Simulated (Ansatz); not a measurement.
`[F][Mg][Br]` + H₂ → `[MgH][Br]` + H–F at 500 K and 1 bar (hydrogenolysis of a Mg–F bond).

Isolated molecules relaxed with PBE0-D4/def2-TZVP in Ansatz; ΔE leaves out vibrations. CCSD(T)/CBS adds triple-zeta CCSD(T) − MP2 to the extrapolated MP2 energy (def2 sets, frozen cores). This one scheme is used for every species. For Br, Mg outer-core shells are correlated without core-valence functions, which leaves a few kJ/mol of doubt a bond. Scalar relativity is left out up to krypton.

```json
{"species": "`[F][Mg][Br]`", "CCSD(T)/CBS energy (Eh)": "-2873.15166", "H − E (kJ/mol)": "33.2", "S (J/(mol·K))": "306.4"}
{"species": "H₂", "CCSD(T)/CBS energy (Eh)": "-1.17544", "H − E (kJ/mol)": "41.0", "S (J/(mol·K))": "145.5"}
{"species": "`[MgH][Br]`", "CCSD(T)/CBS energy (Eh)": "-2773.87245", "H − E (kJ/mol)": "38.1", "S (J/(mol·K))": "278.1"}
{"species": "H–F", "CCSD(T)/CBS energy (Eh)": "-100.39570", "H − E (kJ/mol)": "39.4", "S (J/(mol·K))": "188.7"}
```

H − E and S are ideal-gas, rigid-rotor, harmonic terms from PBE0-D4/def2-TZVP. The MP2-based limit puts H₂ 0.8 mEh under its directly extrapolated value; such offsets cancel only in part. 1 Eh = 2625.50 kJ/mol, R = 8.31446 J/(mol·K).

Problem. By hand: ΔE, ΔH, ΔS and ΔG.

Solution. ΔE = (-2773.87245) + (-100.39570) − (-2873.15166) − (-1.17544) = 0.05895 Eh = 154.8 kJ/mol. Δ(H − E) = 38.1 + 39.4 − 33.2 − 41.0 = 3.3, so ΔH = 158.1 kJ/mol. ΔS = 278.1 + 188.7 − 306.4 − 145.5 = 14.9 J/(mol·K). ΔG = 158.1 − 500 × (14.9)/1000 = 150.7 kJ/mol.

Problem. By hand: the equilibrium constant, and the temperature at which ΔG would vanish if ΔH and ΔS stayed fixed.

Solution. log₁₀ K = −ΔG/(RT ln 10) = -15.7. ΔG = 0 at ΔH/ΔS = 10611 K, far beyond where these terms or the molecules hold.

The number of gas molecules stays the same, so ΔS is small and ΔH decides. A doubt of 5 kJ/mol in ΔE shifts log₁₀ K by 0.5 here. These are equilibria of isolated gas molecules and say nothing of rates. Largest T1 diagnostic: 0.009 (customary marks: 0.02 for closed shells, 0.045 for open ones).
